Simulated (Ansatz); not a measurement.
Born–Oppenheimer molecular dynamics of CH$_{11}$NSi$_{3}$ (16 atoms, charge 0, multiplicity 1). It starts from a relaxed structure.

Theory: RKS PBE0-D4/STO-3G in Ansatz 0.2.0.

```yaml
ensemble: NVE (velocity Verlet)
time_step: 0.25 fs
steps_asked: 250
starting_velocities_drawn_for: 500 K
seed: 948728
```

First frame:

```xyz
16
Properties=species:S:1:pos:R:3
Si 0.040 -0.053 0.007
N 0.092 -0.387 1.767
H -0.888 -0.399 2.141
H 0.520 0.433 2.263
Si 2.175 0.020 -0.708
H 2.844 -1.246 -0.529
H 2.228 0.353 -2.112
H 2.925 1.027 0.003
Si -1.079 1.836 -0.547
H -2.446 1.798 -0.084
H -0.462 3.006 0.033
H -1.107 2.026 -1.978
C -0.859 -1.514 -0.752
H -1.889 -1.583 -0.386
H -0.902 -1.435 -1.843
H -0.357 -2.454 -0.505
```

Question: How far do the bonds stretch over the last three quarters of this one trajectory? (Pairs bonded in most of those frames.)

Answer: 
```
   bond  mean (Å)  spread (Å)  shortest  longest
 Si1–N2     1.793       0.013      1.78     1.83
Si1–Si5     2.250       0.034      2.20     2.30
Si1–Si9     2.289       0.059      2.17     2.35
Si1–C13     1.883       0.007      1.87     1.90
  N2–H3     1.049       0.006      1.04     1.06
  N2–H4     1.050       0.007      1.04     1.07
 Si5–H6     1.446       0.005      1.44     1.46
 Si5–H7     1.446       0.015      1.43     1.47
 Si5–H8     1.445       0.005      1.44     1.45
Si9–H10     1.446       0.011      1.43     1.46
Si9–H11     1.446       0.009      1.43     1.46
Si9–H12     1.448       0.037      1.39     1.51
C13–H14     1.097       0.034      1.04     1.15
C13–H15     1.100       0.040      1.04     1.16
C13–H16     1.096       0.009      1.08     1.12
```

Mean temperature of the second half: 206 K. The conserved energy stayed within 0.067 meV per atom of its start (net change 0.031 meV per atom), so the integration is sound. A run of 0.062 ps of so small a system gives no equilibrium averages. Limits of this set-up: minimal basis.

The run took 17 min on 1 thread of Arm Neoverse V1, on a shared host, peak memory 0.13 GiB.
